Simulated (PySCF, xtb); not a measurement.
Al(F)(NH2)2 (AlFH₄N₂), SMILES [NH2][Al]([NH2])[F]. One conformer was computed; it need not be the lowest.

Harmonic wavenumbers (cm⁻¹) from GFN2-xTB run with xtb at its own minimum, in rising order: 150, 169, 230, 259, 266, 283, 324, 480, 556, 627, 845, 881, 1457, 1471, 3433, 3440, 3475, 3482.

Task: What does PBE0-D3(BJ)/def2-SVP in PySCF give at its own minimum? (The exact figures need the calculation; the answer reports its results.)

Result: 192, 216, 223, 278, 343, 355, 374, 608, 684, 685, 921, 932, 1522, 1531, 3632, 3633, 3724, 3724. Paired by order, the mean absolute difference is 98 cm⁻¹ and the zero-point energies are 31.2 and 33.7 kcal/mol.
